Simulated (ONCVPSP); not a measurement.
# V (Z = 23): variants of one ONCV potential

Base potential:

- Element: V
- Generator: ONCVPSP 4.0.1
- Type: optimised norm-conserving Vanderbilt (ONCV)
- Functional: LDA (Perdew-Zunger)
- Relativity: scalar-relativistic
- Frozen core: [Ar]
- Valence charge: 5
- Reference configuration: 3d4 4s1
- Partial waves: 4s: rc 2.90 bohr, ncon 3, nbas 7, qcut 2 1/bohr, 2 projectors, debl 2.4 Ha; p scattering state at 0.33 Ha: rc 2.85 bohr, ncon 4, nbas 8, qcut 3.2 1/bohr, 2 projectors, debl 0.5 Ha; 3d: rc 1.85 bohr, ncon 3, nbas 8, qcut 7 1/bohr, 1 projector
- Local potential: polynomial inside 1.55 bohr (lpopt 5, dvloc0 2 Ha)
- Core correction: Teter function fitted to the true core (icmod 2), fcfact 0.25

In the p channel the program set the typed energies aside and used 0.050, 0.550 Ha.

All-electron outer shells of the reference configuration (LDA (Perdew-Zunger), scalar-relativistic, ld1.x):

| shell | level (eV) | outermost node (bohr) | outermost maximum (bohr) |
| --- | --- | --- | --- |
| 3p | -40.44 | 0.35 | 0.85 |
| 4s | -4.05 | 1.19 | 2.86 |
| 3d | -2.63 | – | 0.92 |

Cutoffs, loose and tight: the cutoffs (Ha) at which the residual kinetic energy of the hardest occupied pseudo-wave falls to 1 and 0.1 mHa per electron. They do not see the model core or the augmentation charge, which bear on the density cutoff. Test errors are all-electron minus pseudo excitation energies from the reference, over the configurations 3d3 4s2; 3d3 4s1; 3d3 4s0; 3d3.5 4s1.5. A dash means not determined; rows that change the core or the reference have their own tests.

A true bound ghost makes a file unfit for plane-wave use even where its test errors are small: the radial tests pick states by their node count and pass the ghost by.

```csv
change,outcome,"cutoff, loose","cutoff, tight",bound ghosts,GHOST(+) flags above zero,largest test error (meV)
base,"generated, projector energies reset by the program",21 Ha,24 Ha,none,s,-116
p: qcut 4.6,"generated, projector energies reset by the program",21 Ha,24 Ha,p,s,-116
"core correction Teter function fitted to the true core (icmod 2), fcfact 0.94","generated, projector energies reset by the program",21 Ha,24 Ha,none,s,-106
s: debl 0.5,"generated, projector energies reset by the program",21 Ha,24 Ha,none,s,-115
s: nproj 3,"generated, projector energies reset by the program",21 Ha,24 Ha,none,s,-116
"p: ncon 5, nbas 9","generated, projector energies reset by the program",21 Ha,24 Ha,none,"s, p",-116
"core [Ne] 3s2, valence charge 11; reference 3p6 3d3 4s2; waves now 4s: rc 2.95 bohr, ncon 4, nbas 8, qcut 2.8 1/bohr, 2 projectors, debl 0.7 Ha; 3p: rc 1.00 bohr, ncon 4, nbas 8, qcut 9.2 1/bohr, 2 projectors, debl 2.8 Ha; 3d: rc 2.15 bohr, ncon 5, nbas 10, qcut 7.4 1/bohr, 2 projectors, debl 1.4 Ha; local potential polynomial inside 0.70 bohr (lpopt 3, dvloc0 6 Ha)",generated,32 Ha,95 Ha,s,none,+186
"local potential polynomial inside 1.20 bohr (lpopt 5, dvloc0 4 Ha)","generated, projector energies reset by the program",21 Ha,24 Ha,none,"s, p",-110
p: rc 1.92,generated,21 Ha,24 Ha,p,"s, p",-116
"all radii but the core radius scaled by about 0.77 (s 2.22, p 2.18, d 1.42 bohr); local potential polynomial inside 1.20 bohr (lpopt 5, dvloc0 2 Ha)",generated,91 Ha,176 Ha,p,s,-96
s: nbas 8,"generated, projector energies reset by the program",21 Ha,24 Ha,none,s,-120
```

What comes out with this change to the base: s: qcut 2.6; p: qcut 4.2; d: qcut 9.2?

outcome: generated, projector energies reset by the program; cutoff, loose: 29 Ha; cutoff, tight: 33 Ha; bound ghosts: none; GHOST(+) flags above zero: s; largest test error (meV): -80.
